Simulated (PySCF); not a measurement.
# How methods differ on the excitation energy of Se

Se [Ar] 3d10 4s2 4p4 (3P) → Se [Ar] 3d10 4s2 4p3 5s1 (5S), as a difference of total energies. Calculation: PySCF 2.14, in aug-cc-pVTZ-DK (7s6p4d2f, 59 functions); the spin-free X2C one-electron Hamiltonian (Gaussian nucleus). Correlated levels: valence: [Ar] 3d10 frozen. The calculations carry no spin-orbit coupling.

```json
{"method": "UHF", "excitation energy (cm⁻¹)": "42660"}
{"method": "MP2 (valence)", "excitation energy (cm⁻¹)": "45704"}
{"method": "SCS-MP2 (valence)", "excitation energy (cm⁻¹)": "47241"}
{"method": "CCSD (valence)", "excitation energy (cm⁻¹)": "46600"}
{"method": "CCSD(T) (valence)", "excitation energy (cm⁻¹)": "46649"}
```

Errors of the correlated levels include the incompleteness of this basis and the frozen core.

Problem. Which method comes closest to the reference value, and which is furthest?

Solution. The reference is 47238 cm⁻¹ (measured; NIST levels, between the centres of gravity of the two terms). Closest: SCS-MP2 (valence) (error 3.7735 cm⁻¹); furthest: UHF (error -4577.3 cm⁻¹).
